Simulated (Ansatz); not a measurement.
Relaxation of CH9BN2Si (14 atoms, charge 0, multiplicity 1), to a largest force component of 0.015 eV/Å in at most 40 steps.

Method: RKS PBE/cc-pVDZ (Ansatz).

```xyz
14
Properties=species:S:1:pos:R:3
B -0.841 1.765 1.622
N -0.453 0.424 1.153
Si -0.462 0.426 -0.652
N 0.127 -1.190 -1.241
C 0.156 -1.313 -2.629
H -0.187 2.463 2.312
H -1.931 2.230 1.323
H -1.150 -0.229 1.449
H 0.530 1.448 -1.085
H -1.769 0.746 -1.124
H 1.171 -1.220 -0.848
H -0.875 -1.192 -3.050
H 0.801 -0.506 -3.039
H 0.563 -2.269 -2.902
```

Where does it end, and by what steps?

The forces met the threshold. The force dipped under the threshold on the way, but the program's further checks kept it going. After 23 steps the energy has fallen by 1.936 eV; H7 moved furthest, 1.93 Å.

| step | energy less start (eV) | largest force component (eV/Å) | accepted |
| --- | --- | --- | --- |
| 0 | 0.0000 | 4.404 | yes |
| 1 | -0.6458 | 1.481 | yes |
| 2 | -0.8310 | 0.650 | yes |
| 3 | -1.0342 | 0.797 | yes |
| 4 | -1.2505 | 0.762 | yes |
| 5 | -1.4475 | 0.713 | yes |
| 6 | -1.6169 | 0.671 | yes |
| 7 | -1.7394 | 0.558 | yes |
| 8 | -1.8244 | 0.418 | yes |
| 9 | -1.8882 | 0.214 | yes |
| 10 | -1.9225 | 0.066 | yes |
| 11 | -1.9046 | 0.724 | no |
| 12 | -1.9307 | 0.027 | yes |
| 13 | -1.9291 | 0.127 | no |
| 14 | -1.9330 | 0.063 | yes |
| 15 | -1.9315 | 0.209 | no |
| 16 | -1.9341 | 0.008 | yes |
| 17 | -1.9349 | 0.008 | yes |
| 18 | -1.9356 | 0.015 | yes |
| 19 | -1.9359 | 0.015 | yes |
| 20 | -1.9360 | 0.019 | yes |
| 21 | -1.9362 | 0.022 | yes |
| 22 | -1.9362 | 0.042 | no |
| 23 | -1.9363 | 0.009 | yes |

```xyz
14
Properties=species:S:1:pos:R:3
B -0.776 1.605 1.835
N -1.095 0.694 0.808
Si -0.540 0.719 -0.890
N 0.208 -0.830 -1.228
C 0.311 -1.414 -2.562
H -0.032 2.536 1.589
H -1.244 1.439 2.947
H -1.714 -0.089 1.051
H 0.307 1.967 -0.979
H -1.692 0.796 -1.863
H 0.988 -1.094 -0.616
H -0.570 -1.113 -3.165
H 1.221 -1.107 -3.130
H 0.307 -2.525 -2.510
```

Run time: 70 s on 2 threads of Arm Neoverse V1, with other jobs on the host, peak memory 0.16 GiB.
